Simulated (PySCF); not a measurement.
**Correlation energy of P⁻ (phosphorus, charge -1)**

[Ne] 3s2 3p4, high-spin 3P determinant. All numbers are calculated (PySCF 2.14, the spin-free X2C one-electron Hamiltonian (Gaussian nucleus), in aug-cc-pVDZ-DK (5s4p2d, 27 functions)). Frozen: [Ne]; 6 electrons correlated.

```
  level  correlation energy (mhartree)
   CCSD                        -109.90
    (T)                          -3.43
CCSD(T)                        -113.33
  CCSDT                        -114.19
```

Diagnostics: T1 = 0.014, D1 = 0.0306, largest double amplitude 0.064.

Cost of the coupled-cluster step: of the order of 0.6 core-seconds, for 6 correlated electrons.

Iterations:

```
CC2 = 0
CCSD nocc = (np.int64(4), np.int64(2)), nmo = (22, 22)
frozen orbitals [[0, 1, 2, 3, 4], [0, 1, 2, 3, 4]]
max_cycle = 100
direct = 0
conv_tol = 1e-08
conv_tol_normt = 1e-06
diis_space = 8
diis_start_cycle = 0
Init t2, MP2 energy = -0.0902007612863589
Init E_corr(UCCSD) = -0.0902007612877587
cycle = 1  E_corr(UCCSD) = -0.104868163446951  dE = -0.0146674022  norm(t1,t2) = 0.0525939
cycle = 2  E_corr(UCCSD) = -0.108091586494245  dE = -0.00322342305  norm(t1,t2) = 0.0201409
cycle = 3  E_corr(UCCSD) = -0.109935889359766  dE = -0.00184430287  norm(t1,t2) = 0.0103811
cycle = 4  E_corr(UCCSD) = -0.109868767949802  dE = 6.712141e-05  norm(t1,t2) = 0.00343078
cycle = 5  E_corr(UCCSD) = -0.109880542710743  dE = -1.17747609e-05  norm(t1,t2) = 0.00172974
cycle = 6  E_corr(UCCSD) = -0.109899394502984  dE = -1.88517922e-05  norm(t1,t2) = 0.000691838
cycle = 7  E_corr(UCCSD) = -0.109901522746155  dE = -2.12824317e-06  norm(t1,t2) = 0.000254414
cycle = 8  E_corr(UCCSD) = -0.109902757378474  dE = -1.23463232e-06  norm(t1,t2) = 8.2004e-05
cycle = 9  E_corr(UCCSD) = -0.10990193827688  dE = 8.19101593e-07  norm(t1,t2) = 2.14612e-05
cycle = 10  E_corr(UCCSD) = -0.109902165950459  dE = -2.27673579e-07  norm(t1,t2) = 6.24603e-06
cycle = 11  E_corr(UCCSD) = -0.109902209717666  dE = -4.3767207e-08  norm(t1,t2) = 1.9584e-06
cycle = 12  E_corr(UCCSD) = -0.109902158382004  dE = 5.13356623e-08  norm(t1,t2) = 7.34639e-07
cycle = 13  E_corr(UCCSD) = -0.109902149677426  dE = 8.70457749e-09  norm(t1,t2) = 2.4191e-07
UCCSD converged
E(UCCSD) = -341.6203505845162  E_corr = -0.1099021496774262
UCCSD(T) correction = -0.00342944438702287
```
